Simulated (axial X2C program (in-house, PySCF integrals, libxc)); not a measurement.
Ω levels of CuNC⁺ from open-shell CI on d9 s0 p(π)0

Computed with an in-house all-electron X2C program for linear molecules (integrals from PySCF): two-component X2C with atomic mean-field Coulomb and Gaunt terms, basis Cu dyall-v3z, N dyall-v3z, C dyall-v3z (cores contracted in-house). Orbitals come from Hartree–Fock averaged over the configuration Cu d9 s0 p(π)0; CI then distributes these electrons over the d, s, p(π) shells of Cu.

Cu–N–C held linear, bonds 1.791 and 1.170 Å (the second held) (near the minimum of the configuration average).

Active spinors (ω > 0):

| shell | ω | ε (eV) | character |
| --- | --- | --- | --- |
| d | 3/2 | -27.47 | 100% Cu d |
| d | 5/2 | -27.19 | 100% Cu d |
| d | 1/2 | -26.86 | 97% Cu d |
| d | 3/2 | -26.69 | 97% Cu d |
| d | 1/2 | -26.07 | 93% Cu d |
| s | 1/2 | -7.86 | 56% Cu s, 35% Cu p, 6% N p |
| p(π) | 1/2 | -4.30 | 90% Cu p, 5% C p |
| p(π) | 3/2 | -4.27 | 91% Cu p, 5% C p |

Lowest levels of this model:

| Ω | energy (cm⁻¹) | g∥ | configuration |
| --- | --- | --- | --- |
| 1/2 | 0 | 1.85 | 100% d9 |
| 3/2 | 2404 | 3.90 | 100% d9 |
| 1/2 | 3658 | 0.15 | 100% d9 |
| 5/2 | 4326 | 6.00 | 100% d9 |
| 3/2 | 6117 | 2.10 | 100% d9 |

g∥ is the magnitude of 2⟨Lz + ge Sz⟩ for the +Ω component.

From Ω and g∥ of the lowest level, whose 2⟨Lz + ge Sz⟩ is positive, find ⟨Sz⟩ and ⟨Lz⟩ (ge = 2.0023).

Ω = ⟨Lz⟩ + ⟨Sz⟩ = 1/2 and ⟨Lz⟩ + ge⟨Sz⟩ = 0.925, so ⟨Sz⟩ = 0.42 and ⟨Lz⟩ = 0.08.

Occupations of the active spinors in the lowest level by ω, shell by shell in order of energy: -5/2: 1.00; -3/2: 1.00 1.00 0.00; -1/2: 0.99 0.01 0.00 0.00; 1/2: 1.00 1.00 0.00 0.00; 3/2: 1.00 1.00 0.00; 5/2: 1.00. The leading determinant has weight 0.99 among 1593.

This point took 3.7 s on 1 thread of AMD EPYC 7R43 64-Core Processor (Zen 3), on a shared host.

There is no dynamic correlation: spin–orbit spacings and, for f shells, spacings inside one term are the most reliable numbers, splittings between terms come out too wide, and energies between configurations are not reliable, so the lowest level need not be the ground state of the molecule. For d shells the ligand-field splittings (σ, π, δ) and their order can be off by a thousand cm⁻¹ or more. At most 4 roots were kept for each Ω > 0 (twice that for Ω = 0) within 3.2 eV of the lowest, so higher up levels can be missing between those listed; levels with Ω > 0 are doubly degenerate and listed once, Ω = 0 levels singly. Some active spinors are only partly of the character that their shell is named for, so the shell names and counts are nominal. States that fill the shells left empty in the average are placed too high. The molecule was held linear; bending was not examined.
